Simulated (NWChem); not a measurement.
Molecule: bromine (Br$_{2}$); SMILES BrBr

```xyz
2

Br     0.0000     0.0000     1.1492
Br     0.0000     0.0000    -1.1492
```
Atoms are numbered in this order, from 1.

Computed with NWChem. Structure relaxed at the PBE0/def2-SVP level. GIAO values for the isolated, static molecule; σ is the absolute isotropic shielding. Spin-orbit effects, on the heavy nuclei and on their neighbours, are missing.

For level PBE0/x2c-SVPall-s, scalar ZORA without spin-orbit coupling:

```yaml
"σ Br1 (ppm)": 1649.9
```

Task: What are these values for level PBE/x2c-SVPall-s, scalar ZORA without spin-orbit coupling?

Result: 
- σ Br1 (ppm): 1520.0
